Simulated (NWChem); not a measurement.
System: CH$_{6}$SeSi; SMILES C[SiH2][SeH]

Here is an NWChem input.

```
start job
memory heap 200 mb stack 900 mb global 1100 mb
geometry units angstroms noautoz
  Si     0.556587     1.039624     0.007073
  C     -0.857969     2.284375    -0.081334
  Se    -0.169002    -1.143206    -0.175791
  H      1.492507     1.191996    -1.159948
  H      1.332188     1.228143     1.283841
  H     -1.556499     2.145476     0.768270
  H     -0.463111     3.320805    -0.038234
  H     -1.428207     2.159343    -1.022907
  H     -0.950911    -1.061848     1.085705
end
basis spherical
  Si library def2-svp
  C library def2-svp
  Se library def2-svp
  H library def2-svp
end
dft
  xc slater vwn_5
  iterations 150
end
tddft
  cis
  nroots 6
  notriplet
end
task tddft energy
```

All runs use the structure optimised with PBE-D3(BJ)/def2-SVP.

Vertical excitations in the gas phase.

**Question.** Give the results of this calculation. (LDA (Slater exchange, VWN5)/def2-SVP, TDA.) Quantities: lowest excitation, singlet (eV); oscillator strength of that lowest state; lowest state with f > 0.02, singlet (eV); oscillator strength of that bright state; orbital gap (eV).

**Answer.** 
```yaml
lowest excitation, singlet (eV): 5.33
oscillator_strength_of_that_lowest_state: 0.003
lowest state with f > 0.02, singlet (eV): 6.15
oscillator_strength_of_that_bright_state: 0.026
orbital gap (eV): 5.07
```
